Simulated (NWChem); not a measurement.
**Volume series of Si (diamond structure): conduction valleys**

Program: NWChem. Level: LDA (Vosko), Troullier-Martins pseudopotentials (valence charges Si 4), cutoff 15 Ha, shifted 4×4×4 mesh, two-atom cell, no spin-orbit coupling. Each row gives the lowest empty level at Γ, at L and on the outer part of the line to X, counted from the valence top at Γ within the same run; other points weren't sampled.

```
ln(V/V₀)  a (Å)  Γ (eV)  L (eV)  X line (eV)
--------  -----  ------  ------  -----------
-0.062    5.274    2.56    1.70         0.33
-0.041    5.311       ?       ?            ?
-0.020    5.348    2.55    1.55         0.41
0.000     5.384    2.54    1.48         0.44
0.020     5.420    2.53    1.40         0.48
0.039     5.455    2.52    1.33         0.51
0.058     5.489    2.51    1.26         0.54
```

Task: Fit a line in ln V to each valley, give the slopes, and predict the withheld row.

Result: Slopes dE/d(ln V): Γ -0.5 eV, L -3.7 eV, X line 1.7 eV (largest miss of a line 0.00 eV). The lowest valley is X line in every row. Predicted against computed: Γ 2.56 against 2.56, L 1.63 against 1.63, X line 0.37 against 0.37 eV.
